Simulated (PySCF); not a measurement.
**Correlation energy of Rb(2+) (rubidium, charge +2)**

[Ar] 3d10 4s2 4p5, 2P determinant. All numbers are calculated (PySCF 2.14, scalar relativity by spin-free X2C-1e, in cc-pVDZ-X2C). Frozen: [Ar] 3d10 4s2; 5 electrons correlated.

Total MP2 correlation energy: -3.96 mhartree.

Same-spin part -1.24 and opposite-spin part -2.72 mhartree; SCS-MP2 scales them by 1/3 and 6/5 to -3.68 mhartree.

| level | correlation energy (mhartree) |
| --- | --- |
| CCSD | -4.35 |
| (T) | -0.01 |
| CCSD(T) | -4.36 |

Diagnostics: T1 = 0.00075, D1 = 0.0011, largest double amplitude 0.010.

Cost of the coupled-cluster step: 0.2 s of wall time on 1 thread of Neoverse-N1 (shared host), for 5 correlated electrons.
